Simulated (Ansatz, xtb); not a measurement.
**Isomers of C4H4BBrS in order of energy**

6 gas-phase structures of C4H4BBrS, from a drawn sample of its isomers (lower ones may exist). Each was relaxed with GFN2-xTB:

A. `SC1=CC=CB1Br`, a singlet
B. `SC1=CC(Br)=CB1`, a singlet
C. `SB1C=CC(Br)=C1`, a singlet
D. `SC1=CC=C(Br)B1`, a singlet
E. `SB1C=CC=C1Br`, a singlet
F. `SC1=C(Br)C=CB1`, a singlet

Task: Make a reasoned guess at their ranking by r2SCAN-D4/def2-SVP single-point energy.

Result: Calculated order at r2SCAN-D4/def2-SVP: A (0.000), C (0.048), E (0.091), B (1.427), F (1.507), D (1.667) eV.

Energies above the lowest of each column, in eV; the last columns are at PBE-D3(BJ)/def2-SVP geometries and were run for some of them only (a dash: not run or not comparable):

```csv
structure,GFN2-xTB,HF/STO-3G,r2SCAN-D4/def2-SVP,PBE-D3(BJ)/def2-SVP,CCSD(T)/def2-SVP + ΔMP2/def2-TZVPP
A,0.000,0.000,0.000,0.000,0.000
C,0.255,0.006,0.048,0.068,0.030
E,0.274,0.031,0.091,0.090,0.059
B,0.957,1.291,1.427,–,–
F,1.049,1.302,1.507,–,–
D,1.069,1.387,1.667,–,–
```

Every level run on A puts it lowest or level with the lowest. Flexible structures stand in one conformer each, not always the lowest. Frequencies (GFN2-xTB) were run for A, C, E alone. ΔMP2 is the change of the MP2 energy from the smaller to the larger basis.

Over these structures GFN2-xTB departs from r2SCAN-D4/def2-SVP by 0.319 eV on average once a common shift is removed. A GFN2-xTB relaxation took about 0.14 s and the r2SCAN-D4/def2-SVP energy about 1.8 s on a shared host (Ansatz 0.2.0, xtb 6.7.1).
